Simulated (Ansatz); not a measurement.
Pulling on the Ge1–H2 bond in BrGeH (SMILES [GeH][Br]) (multiplicity 1 held, fragments rigid). Energies count from the point at 1.603 Å.
Geometry at that point (charge 0, multiplicity 1):
```xyz
3

Ge    -0.68565    -0.57868     0.82194
H     -1.72319    -1.07323    -0.29580
Br     0.67612     0.55974    -0.74304
```

Signs of static correlation in cc-pVDZ, with CASSCF(2,2), from Ansatz (a program for electronic structure) runs.

| R (Å) | T1 of restricted CCSD | ⟨S²⟩ of UHF | largest double amplitude of restricted CCSD | weight of the CASSCF reference in MRCISD | CASSCF natural occupations |
|---|---|---|---|---|---|
| 1.283 | 0.016 | 0.159 | 0.078 | 0.905 | 1.99 0.01 |
| 1.443 | 0.016 | 0.084 | 0.072 | 0.905 | 1.98 0.02 |
| 1.603 | 0.016 | 0.013 | 0.064 | 0.905 | 1.97 0.03 |
| 1.764 | 0.017 | 0.000 | 0.064 | 0.905 | 1.96 0.04 |
| 1.924 | 0.018 | 0.000 | (withheld) | 0.905 | 1.94 0.06 |
| 2.164 | 0.020 | 0.150 | 0.139 | 0.905 | 1.90 0.10 |
| 2.405 | 0.025 | (withheld) | 0.220 | 0.905 | 1.84 0.16 |
| 2.806 | 0.039 | 0.851 | 0.353 | 0.905 | 1.68 0.32 |
| 3.207 | 0.059 | 0.953 | 0.506 | 0.904 | 1.49 0.51 |
| 3.687 | 0.081 | 0.994 | 0.691 | 0.904 | 1.29 0.71 |
| 4.329 | 0.100 | 1.009 | 0.877 | 0.905 | 1.13 0.87 |
| 5.130 | 0.108 | 1.012 | 0.992 | 0.905 | 1.05 0.95 |

Task: Complete the blanks.

Result: 
- 1.924, largest double amplitude of restricted CCSD: 0.079
- 2.405, ⟨S²⟩ of UHF: 0.559

Doubts at one or more of the structures used: a restricted determinant that unrestricted orbitals would lower (R-CCSD(T)/cc-pVDZ); other coupled-cluster roots lie near (R-CCSD(T)/cc-pVDZ); T1 above 0.05 (R-CCSD(T)/cc-pVDZ, U-CCSD(T)/cc-pVDZ); a spin-contaminated determinant (U-CCSD(T)/cc-pVDZ).
